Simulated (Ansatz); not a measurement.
The cluster Be₁₀⁺. The state is a doublet with charge 1. Geometry PBE/def2-SVP.

```tsv
atom	x (Å)	y (Å)	z (Å)
Be1	1.8447	-0.3348	-0.0217
Be2	-2.0885	-0.0899	-0.6517
Be3	1.2049	0.8613	-1.6116
Be4	0.8701	1.4966	0.4557
Be5	0.7058	-2.0340	0.3989
Be6	0.5655	-0.2642	1.6778
Be7	-1.1324	0.9171	1.0396
Be8	-0.7018	1.4375	-0.9787
Be9	-0.1110	-0.7859	-1.1593
Be10	-1.1574	-1.2039	0.8511
```

At HF/def2-TZVP the charge 1 doublet is spin-contaminated (final ⟨S²⟩ up to 1.87, 0.75 for a pure state). Another isomer (doublet) lies 0.15 eV lower at PBE0/def2-TZVP; other spin states weren't run for this one.

Q: Estimate the α-spin orbital energies around the gap (eV) in Ansatz with HF/def2-TZVP, PBE/def2-SVP, PBE/def2-TZVP, BLYP/def2-TZVP, PBE0/def2-TZVP.

A: 
| orbital | HF/def2-TZVP | PBE/def2-SVP | PBE/def2-TZVP | BLYP/def2-TZVP | PBE0/def2-TZVP |
| --- | --- | --- | --- | --- | --- |
| HOMO−9 | -22.10 | -16.29 | -16.14 | -15.78 | -17.88 |
| HOMO−8 | -17.90 | -13.29 | -13.22 | -12.94 | -14.56 |
| HOMO−7 | -17.50 | -13.29 | -13.22 | -12.93 | -14.56 |
| HOMO−6 | -16.40 | -12.31 | -12.30 | -11.99 | -13.54 |
| HOMO−5 | -12.85 | -10.24 | -10.19 | -9.93 | -10.91 |
| HOMO−4 | -12.51 | -10.24 | -10.19 | -9.93 | -10.91 |
| HOMO−3 | -12.03 | -9.68 | -9.64 | -9.35 | -10.35 |
| HOMO−2 | -11.80 | -9.68 | -9.62 | -9.35 | -10.35 |
| HOMO−1 | -11.52 | -9.66 | -9.62 | -9.35 | -10.32 |
| HOMO | -10.58 | -9.19 | -9.22 | -8.85 | -9.76 |
| LUMO | -4.40 | -8.31 | -8.18 | -7.94 | -7.60 |
| LUMO+1 | -3.88 | -7.36 | -7.27 | -7.04 | -6.58 |
| LUMO+2 | -3.75 | -7.36 | -7.27 | -7.04 | -6.57 |
| LUMO+3 | -3.38 | -6.84 | -6.78 | -6.54 | -6.11 |
| LUMO+4 | -3.09 | -6.84 | -6.78 | -6.54 | -6.11 |
| LUMO+5 | -2.64 | -6.28 | -6.23 | -6.01 | -5.43 |
| β HOMO | -11.28 | -9.53 | -9.48 | -9.24 | -10.14 |
| β LUMO | -4.72 | -8.62 | -8.61 | -8.39 | -7.87 |
